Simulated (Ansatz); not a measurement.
Start from `CC(F)S[SiH3]` and change one atom or group to get `BOC(C)F`.

Ansatz, PBE0-D4/def2-TZVP geometries, multiplicity 1. Each molecule was computed in one conformer, which needn't be the lowest.

```
                                      property  `CC(F)S[SiH3]`
         LUMO energy (ωB97M-V/def2-TZVPP) / eV            1.89
            LUMO energy (PBE0/def2-TZVPP) / eV            0.10
             LUMO energy (PBE/def2-TZVPP) / eV           -0.81
size of the dipole moment (PBE/def2-TZVPP) / D            1.52
           HOMO–LUMO gap (PBE/def2-TZVPP) / eV            5.25
          HOMO–LUMO gap (PBE0/def2-TZVPP) / eV            7.38
```

(1) What does the change do to each property? (Estimate.)

## Answers

(1) Ansatz gave: 
```json
{"property": "LUMO energy (ωB97M-V/def2-TZVPP) / eV", "`BOC(C)F`": "1.18", "shift": "-0.71"}
{"property": "LUMO energy (PBE0/def2-TZVPP) / eV", "`BOC(C)F`": "-0.69", "shift": "-0.79"}
{"property": "LUMO energy (PBE/def2-TZVPP) / eV", "`BOC(C)F`": "-1.70", "shift": "-0.89"}
{"property": "size of the dipole moment (PBE/def2-TZVPP) / D", "`BOC(C)F`": "1.88", "shift": "0.36"}
{"property": "HOMO–LUMO gap (PBE/def2-TZVPP) / eV", "`BOC(C)F`": "5.74", "shift": "0.49"}
{"property": "HOMO–LUMO gap (PBE0/def2-TZVPP) / eV", "`BOC(C)F`": "8.27", "shift": "0.89"}
```

With PBE0 the HOMO falls by 1.68 eV and the LUMO falls by 0.79 eV, so the gap widens by about 0.89 eV. PBE moves the HOMO by -1.38 eV and ωB97M-V by -1.87 eV. Dipoles are sizes alone; their direction can turn.
